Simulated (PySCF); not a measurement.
## Structure elucidation problem

Molecular formula: C$_{2}$H$_{9}$NSi. Simulated spectra:

1H NMR (600 MHz, computed): δ 4.82 (q, 2H), 2.69 (s, 3H), 0.25 (t, 3H), -0.30 (br s, 1H).

13C{1H} NMR (computed): δ 31.4 (CH3), -6.0 (CH3).

PySCF calculation with GFN2-xTB structure and shieldings: GIAO PBE0/pcSseg-1; gas phase, one computed conformer, non-relativistic Hamiltonian, rapidly exchanging positions averaged.

δ = σ(ref) − σ, references computed at the same level: 1H (31.72 ppm) and 13C (186.93 ppm) against TMS.

Problem. What is the structure?

Solution. 
- The formula gives 0 degrees of unsaturation.
- 2 carbon signals for 2 carbons: no two carbons are equivalent.
- Carbon types of the structure: 2 × CH3, leaving 3 H on heteroatoms.
- δC 31.4: methyl carbon bonded to N; pulled downfield by the heteroatom.
- δC -6.0: methyl carbon bonded to Si; an electropositive neighbour leaves it electron-rich and shielded.
- δH 4.82: hydrogen on a silicon bonded to C, N.
- δH 2.69: hydrogen on a methyl carbon bonded to N; its carbon carries N, an electronegative neighbour.
- δH 0.25: hydrogen on a methyl carbon bonded to Si; an electropositive neighbour shields it, as in TMS itself.
- δH -0.30: hydrogen on a nitrogen bonded to C, Si; exchangeable, gas-phase position.

The compound is SMILES CN[SiH2]C.

Exchangeable OH/NH protons stand at their gas-phase positions; hydrogen bonding in a real sample shifts them, mostly to higher δ. Shifts are as computed. Against solution values, carbons near 30 ppm lie about +3 ppm off and those near 130 ppm about +5 ppm (rms about the fit 2.1 ppm; single classes can miss by 10 ppm). Of 1328 compounds with measured shifts, 309 miss one by over three times the rms of a fit or turn the order of signals round; such compounds aren't used in these exercises. Signals without a measured value on file couldn't be tested in this way; 1H shifts scatter by 0.2 ppm about their fit, and single ones miss by 0.5 ppm. Multiplicities follow the n + 1 count of equivalent neighbours, as no J values were calculated; m marks all less simple cases, F and P coupling included.
